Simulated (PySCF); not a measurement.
**From computed data to an observable: oscillator strength and radiative lifetime**

Mg(Et)(SeH) (C₂H₆MgSe), SMILES [Mg]([CH2]C)[SeH].

The structure is a stationary point at B3LYP-D3(BJ)/def2-SVP. The structure was generated by enumeration; whether it is a known compound was not checked. Other conformers were not sampled.

TDA-PBE/def2-SVPD (PySCF) puts the first singlet state with f over 0.02 at 3.95 eV (vertical), with the transition dipole (0.567, 0.029, -0.412) in atomic units.

Question: Find the oscillator strength, the wavelength and the radiative lifetime that this transition would have in vacuum if emission retraced absorption.

Answer: 
|μ|² = 0.4921 au, so |μ| = 1.78 D. ΔE = 3.95/27.211 = 0.1452 hartree. f = (2/3) ΔE |μ|² = 0.048 (the program prints 0.048).
λ = 1239.84/3.95 = 314 nm; ν = 31859 cm⁻¹.
Einstein's coefficient A = 0.6670 ν² f s⁻¹ (ν in cm⁻¹) = 3.2e7 s⁻¹, so τ = 1/A = 31 ns. This state is S1. The figure is the radiative limit of this one transition; relaxation, internal conversion, crossing to triplets and a medium change what is measured.
